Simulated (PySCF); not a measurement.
# [ReO3(H2O)2]+ relaxed at several levels

Computed with PySCF 2.14.0, def2-SVP on the ligands, density fitting, scalar-relativistic core potentials, no spin-orbit coupling, vacuum. Each row is relaxed at its own level from the same template. Distances are means of the shortest metal–ligand contacts, charges and spins Mulliken's.

```tsv
level	basis on the metal	point group	M–O (Å)	M–H2O (Å)	charge on M (e)	HOMO–LUMO gap (eV)	strongest infrared band, degenerate modes summed (cm⁻¹)	unstable modes (below −25 cm⁻¹)
TPSS	def2-SVP with ECP60	C1	1.708	2.233	1.20	3.78	–	not given
```

Problem. What does the calculation give for PBE0, def2-SVP with ECP60?

Solution. point group: Cs, M–O (Å): 1.683, M–H2O (Å): 2.220, charge on M (e): 1.29, HOMO–LUMO gap (eV): 6.21, strongest infrared band, degenerate modes summed (cm⁻¹): 3739, unstable modes (below −25 cm⁻¹): 0.
```xyz
10

Re    0.0316    0.1601    0.0880
O     0.4629   -0.1581    1.6834
O     1.3756   -0.1065   -0.8887
O    -0.2854    1.8109    0.0063
O    -1.9607   -0.1316   -0.6060
H    -2.3626   -0.9986   -0.7842
H    -2.5752    0.5980   -0.8011
O    -0.3961   -2.1004   -0.1279
H    -0.3521   -2.6128    0.6975
H     0.1809   -2.5643   -0.7587
```

Moved off a saddle point of the template and relaxed again: PBE0, TPSS. One start shape was tried for each, so a minimum needn't be the lowest isomer.
